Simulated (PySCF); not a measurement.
Bond curve of TlCl

Set-up: PySCF, scalar-relativistic core potentials, basis sets Tl def2-SVPD with ECP60, Cl def2-SVPD. Energies in eV from Tl + Cl in their ground configurations at the same level. State: ¹Σ⁺ (singlet), closed shell.

Curves on a restricted Hartree–Fock reference rise too fast on stretching and do not dissociate correctly.

| R (Å) | PW91 | RHF | MN15 | RHF-MP2 |
| --- | --- | --- | --- | --- |
| 2.203 | -3.725 | -2.291 | -3.657 | -3.465 |
| 2.306 | -4.217 | -2.805 | -4.111 | -3.963 |
| 2.408 | -4.487 | -3.092 | -4.346 | -4.234 |
| 2.485 | -4.584 | -3.201 | -4.420 | -4.331 |
| 2.562 | -4.616 | -3.242 | -4.430 | -4.361 |
| 2.639 | -4.598 | -3.234 | -4.393 | -4.340 |
| 2.741 | -4.520 | -3.167 | -4.293 | -4.257 |
| 2.869 | -4.365 | -3.025 | -4.114 | -4.095 |
| 3.023 | -4.137 | -2.808 | -3.861 | -3.854 |
| 3.228 | -3.808 | -2.490 | -3.504 | -3.506 |

Question: Put a parabola through the three lowest points of the PW91 curve and estimate Re, k and ωe (reduced mass 29.87 u; 1 eV/Å² = 0.16022 mdyn/Å; ωe = 1302.8·√(k/μ) cm⁻¹).

Answer: Through R = 2.485, 2.562, 2.639 Å the second-order coefficient is 4.22 eV/Å², so Re ≈ 2.573 Å, k ≈ 1.35 mdyn/Å and ωe ≈ 277 cm⁻¹. A polynomial fit of higher order to the unrounded PW91 energies gives Re = 2.569 Å, k = 1.29 mdyn/Å, ωe = 271 cm⁻¹; anharmonicity and rounding make the difference.

The higher-order fit for each curve: PW91: Re = 2.569 Å, ωe = 271 cm⁻¹, De = 4.62 eV; RHF: Re = 2.585 Å, ωe = 265 cm⁻¹, De = 3.24 eV; MN15: Re = 2.538 Å, ωe = 282 cm⁻¹, De = 4.43 eV; RHF-MP2: Re = 2.565 Å, ωe = 276 cm⁻¹, De = 4.36 eV.

Correlated steps freeze 9 core orbitals. Correlated levels converge slowly with the basis: in double zeta they bind strong bonds too weakly, by up to about 1 eV, and carry superposition errors of some tenths. Spin–orbit coupling is left out, which matters for elements this heavy, above all for dissociation energies. Where the molecule has an RHF reference, its open-shell atoms are computed with UHF.
